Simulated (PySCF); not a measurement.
# Radial density of C (carbon, neutral)

M06-L, [He] 2s2 2p1 3s1, 3s spin antiparallel (an excited configuration). All numbers are calculated (PySCF 2.14, the non-relativistic Hamiltonian (point nucleus), in dyall-av3z).

```
r (bohr)  4πr²ρ (e/bohr)  4πr²(ρα − ρβ)
 0.00362         0.02004         0.0000
 0.00608         0.05512        -0.0001
  0.0102          0.1485        -0.0003
  0.0172          0.3873        -0.0007
  0.0289          0.9562        -0.0017
  0.0487           2.150        -0.0037
  0.0819           4.102        -0.0065
   0.138           5.996        -0.0014
   0.232           5.740         0.0381
   0.390           2.837         0.1661
   0.655           1.402         0.4161
    1.10           2.127         0.5969
    1.85           1.211         0.3734
    3.12          0.2161        -0.0278
    5.25          0.2676        -0.2667
    8.82         0.02379        -0.0238
```

The outer electron is Rydberg-like, and this basis confines it to a smaller radius and binds it less than a complete one would. With the s spin flipped the determinant is a mixture of two multiplicities, not a spectroscopic state.
